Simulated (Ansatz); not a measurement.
`B[S][GaH][Cl]` + `C[SeH]` → `C[Se][GaH][Cl]` + `BS` at 298.15 K and 1 bar (ligand exchange at a Ga–S bond).

Calculated with Ansatz (gas phase, PBE0-D4/def2-TZVP geometries, no zero-point term in ΔE). CCSD(T)/CBS adds triple-zeta CCSD(T) − MP2 to the extrapolated MP2 energy (def2 sets, frozen cores). This one scheme is used for every species. For Ga, Se outer-core shells are correlated without core-valence functions, which leaves a few kJ/mol of doubt a bond. Scalar relativity is left out up to krypton. One conformer a species, not always the lowest.

```
         species  CCSD(T)/CBS energy (Eh)  H − E (kJ/mol)  S (J/(mol·K))
 `B[S][GaH][Cl]`              -2808.18728           101.5          350.0
        `C[SeH]`              -2441.15625           129.5          267.5
`C[Se][GaH][Cl]`              -4824.97287           143.1          374.1
            `BS`               -424.38198            90.6          245.0
```

H − E and S are ideal-gas, rigid-rotor, harmonic terms from PBE0-D4/def2-TZVP, for one conformer and one mirror image of each species. 1 Eh = 2625.50 kJ/mol, R = 8.31446 J/(mol·K).

Question: By hand: ΔE, ΔH, ΔS and ΔG.

Answer: ΔE = (-4824.97287) + (-424.38198) − (-2808.18728) − (-2441.15625) = -0.01132 Eh = -29.7 kJ/mol. Δ(H − E) = 143.1 + 90.6 − 101.5 − 129.5 = 2.7, so ΔH = -27.0 kJ/mol. ΔS = 374.1 + 245.0 − 350.0 − 267.5 = 1.6 J/(mol·K). ΔG = -27.0 − 298.15 × (1.6)/1000 = -27.5 kJ/mol.

Question: By hand: the equilibrium constant, and the temperature at which ΔG would vanish if ΔH and ΔS stayed fixed.

Answer: log₁₀ K = −ΔG/(RT ln 10) = 4.8. ΔH and −TΔS have one sign here, so there is no such temperature.

The number of gas molecules stays the same, so ΔS is small and ΔH decides. A doubt of 5 kJ/mol in ΔE shifts log₁₀ K by 0.9 here. Other conformers and mirror images would add mixing entropy, several J/(mol·K) or more a flexible species. Modes under 60 cm⁻¹, often nearly free rotors, make the harmonic entropy too high. These are equilibria of isolated gas molecules and say nothing of rates. Largest T1 diagnostic: 0.015 (customary marks: 0.02 for closed shells, 0.045 for open ones).

ΔS is within the doubt of such terms, so its sign, and with it that verdict, could turn.
